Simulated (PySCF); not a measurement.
# Electronic absorption of 3-chlorothiophenol

3-chlorothiophenol, C6H5ClS.
Numbering: `[SH:1][c:2]1[cH:3][cH:4][cH:5][c:6]([Cl:7])[cH:8]1` (hydrogens: H9 on S1; H10 on C3; H11 on C4; H12 on C5; H13 on C8)

Method used: TDDFT PBE0/def2-SVPD, vertical, gas phase, core orbitals frozen in the response in PySCF 2.14.0, density-fitted response routines. The structure is a single GFN2-xTB conformer in the gas phase; no vibrational or solvent corrections. Torsions of this conformer, `[SH:1][c:2]1[cH:3][cH:4][cH:5][c:6]([Cl:7])[cH:8]1`: H–S1–C2–C3 180°.

```tsv
state	E (eV)	E (kJ/mol)	λ (nm)	f	symmetry	main configurations (H = HOMO, L = LUMO)
S1	4.77	460	259.9	0.017	A′	H→L (83%), H-1→L+1 (14%)
S2	5.11	493	242.6	0.0008	–	H→L+2 (94%)
S3	5.28	509	234.8	0.196	A′	H→L+1 (87%)
S4	5.95	574	208.4	0.088	A′	H-1→L+1 (41%), H-1→L (32%), H-2→L (12%)
S5	6.01	580	206.3	0.016	A″	H→L+3 (94%)
S6	6.18	596	200.7	0.308	A′	H-1→L (36%), H-1→L+2 (25%), H-1→L+1 (24%)
```

Triplets (Tamm–Dancoff): T1 3.76 eV, H→L+1 (71%), H-1→L (16%); T2 4.14 eV, H→L (90%).

The lowest singlet comes at 260 nm (460 kJ/mol) in the ultraviolet; it is weak; its leading configuration is HOMO→LUMO (83%). The most intense listed level is S6 at 6.18 eV (201 nm, f = 0.308), 1.41 eV above S1. It is the last of those listed, so stronger ones may follow. Löwdin shares by element: HOMO sulfur 42%, carbon 36% or more (atoms not listed hold the other 22%); LUMO carbon 69% or more (atoms not listed hold the other 31%). Of the 6 states listed, 5 reach f = 0.01 and none stays under 0.0005. Weighted by f, the mean energy of these states is 5.82 eV. The listed states span 1.41 eV, and the widest gap between neighbours is 0.67 eV (S3 to S4). Symmetry labels in Cs follow from the direction of the transition dipole and are given only for states with f of 0.002 or more. Only the lowest 6 singlets were computed, as vertical energies without vibronic structure.

Time: 71 s wall (with the writing of density and orbital grids). Hardware: one thread, Arm Neoverse N1, on a shared host.
